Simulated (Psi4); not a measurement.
Cl4OW, charge -1, doublet, geometry from GFN2-xTB (such geometries of metal compounds can be far from the true shape) (the multiplicity is a formal guess) (core potentials on W) (a gas-phase anion, which may not be bound at this level); BLYP/def2-TZVP in Psi4.

Psi4 was given this input:
```
memory 2 GB

molecule mol {
-1 2
W     0.215629   -0.066273   -0.117964
O     1.640829   -0.504306   -0.897651
Cl    0.445707   -0.516322    2.168240
Cl   -1.280555    0.772912   -1.711518
Cl   -1.237816   -1.898658   -0.080165
Cl    0.361891    2.167873    0.559359
}

set {
  basis def2-tzvp
  reference uks
}

energy('blyp')
print_variables()
```

It wrote (shortened):

```
   => Loading Basis Set <=

    Name: DEF2-TZVP
    Role: ORBITAL
    Keyword: BASIS

    !!!  WARNING: ECP capability is in beta. Please check occupations closely.  !!!

         ---------------------------------------------------------
                                   SCF
               by Justin Turney, Rob Parrish, Andy Simmonett
                          and Daniel G. A. Smith
                              UKS Reference
         ---------------------------------------------------------

  ==> Geometry <==

    Molecular point group: c1
    Full point group: C1

    Geometry (in Angstrom), charge = -1, multiplicity = 2:

       Center              X                  Y                   Z               Mass
    ------------   -----------------  -----------------  -----------------  -----------------
         W            0.197718684144    -0.060768594852    -0.108166113817   183.950930920000
         O            1.622918684144    -0.498801594852    -0.887853113817    15.994914619570
         CL           0.427796684144    -0.510817594852     2.178037886183    34.968852682000
         CL          -1.298465315856     0.778416405148    -1.701720113817    34.968852682000
         CL          -1.255726315856    -1.893153594852    -0.070367113817    34.968852682000
         CL           0.343980684144     2.173377405148     0.569156886183    34.968852682000

  Running in c1 symmetry.

  Rotational constants: A =      0.03759  B =      0.03731  C =      0.02460 [cm^-1]
  Rotational constants: A =   1126.82363  B =   1118.54295  C =    737.37243 [MHz]
  Nuclear repulsion =  602.323433687940565

  Charge       = -1
  Multiplicity = 2
  Electrons    = 91
  Nalpha       = 46
  Nbeta        = 45

  ==> Algorithm <==

  SCF Algorithm Type is DF.
  DIIS enabled.
  MOM disabled.
  Fractional occupation disabled.
  Guess Type is SAD.
  Energy threshold   = 1.00e-06
  Density threshold  = 1.00e-06
  Integral threshold = 1.00e-12

  ==> Primary Basis <==

  Basis Set: DEF2-TZVP
    Blend: DEF2-TZVP
    Number of shells: 77
    Number of basis functions: 219
    Number of Cartesian functions: 250
    Spherical Harmonics?: true
    Max angular momentum: 3

  Core potential: DEF2-TZVP
    Number of shells: 4
    Number of ECP primitives: 10
    Number of ECP core electrons: 60
    Max angular momentum: 3

  ==> DFT Potential <==

   => LibXC <=

    Version 7.1.2
[...]
      Ntotal   =   90.9999563423 ; deviation = -4.366e-05

   @Spin Contamination Metric:   2.826532203E-03
   @S^2 Expected:                7.500000000E-01
   @S^2 Observed:                7.528265322E-01
   @S   Expected:                5.000000000E-01
   @S   Observed:                5.000000000E-01

    Orbital Energies [Eh]
    ---------------------

    Alpha Occupied:

[...]
      46A     -0.010117

    Alpha Virtual:

[...]
    Beta Occupied:

[...]
    Beta Virtual:

[...]
    Final Occupation by Irrep:
              A
    DOCC [    45 ]
    SOCC [     1 ]
    NA   [    46 ]
    NB   [    45 ]

  @DF-UKS Final Energy: -1983.55534677987430

   => Energetics <=

    Nuclear Repulsion Energy =            602.3234336879405646
    One-Electron Energy =               -3977.7637014000511044
    Two-Electron Energy =                1521.4082938690696665
    DFT Exchange-Correlation Energy =    -129.5233729368333968
    Empirical Dispersion Energy =           0.0000000000000000
    VV10 Nonlocal Energy =                  0.0000000000000000
    Total Energy =                      -1983.5553467798742986

  UHF NO Occupations:
  HONO-2 :   44  A 1.9996717
  HONO-1 :   45  A 1.9996065
  HONO-0 :   46  A 1.0000000
  LUNO+0 :   47  A 0.0003935
  LUNO+1 :   48  A 0.0003283
  LUNO+2 :   49  A 0.0003248
  LUNO+3 :   50  A 0.0001062

Computation Completed

Properties will be evaluated at   0.000000,   0.000000,   0.000000 [a0]

Properties computed using the SCF density matrix

 Multipole Moments:

 ------------------------------------------------------------------------------------
     Multipole            Electronic (a.u.)      Nuclear  (a.u.)        Total (a.u.)
 ------------------------------------------------------------------------------------

 L = 1.  Multiply by 2.5417464519 to convert [e a0] to [Debye]
 Dipole X            :         27.7028276          -27.4948186            0.2080090
 Dipole Y            :         -8.5144732            8.4504990           -0.0639742
 Dipole Z            :        -15.1552631           15.0416110           -0.1136521
 Magnitude           :                                                    0.2455142

 ------------------------------------------------------------------------------------

  Variable Map:
  ----------------------------------------------------------------------------
[...]
  Array Variable Map:
  ----------------------------------------------------------------------------
[...]
[...]
```
